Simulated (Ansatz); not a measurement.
Consider the cleavage of the Si–B bond: `F[Si](F)(F)BCl` + `F[Si](F)(F)S` → `F[Si](F)(F)S[Si](F)(F)F` + `BCl`.

Computed with Ansatz on PBE0-D4/def2-TZVP structures; ΔE is electronic, products minus reactants. CBS: MP2 limit from def2 TZ/QZ plus the TZ coupled-cluster correction, frozen cores. This one scheme is used for every species. DFT in def2-TZVPP. One conformer a species, not always the lowest.

CCSD(T)/CBS gives -76.2 kJ/mol.

(1) Another level gave -63.0 kJ/mol. Which?
A. r2SCAN0/def2-TZVPP
B. PBE0/def2-TZVPP
C. PBE0-D4/def2-TZVPP
D. PBE/def2-TZVPP

Largest T1 diagnostic among the species: 0.013.

Results:

(1) D. PBE -63.0, r2SCAN0 -79.8, PBE0-D4 -74.1, PBE0 -68.8 kJ/mol.

From BLYP to BHLYP (50 % exact exchange), in def2-TZVPP and without D4, ΔE moves by −12.5 kJ/mol. Leaving LDA and LC-ωPBE aside and taking each functional with its dispersion term where it has one, the values, not all of them listed here, spread over 12.7 kJ/mol, from r2SCAN0-D4 to PBE-D4.
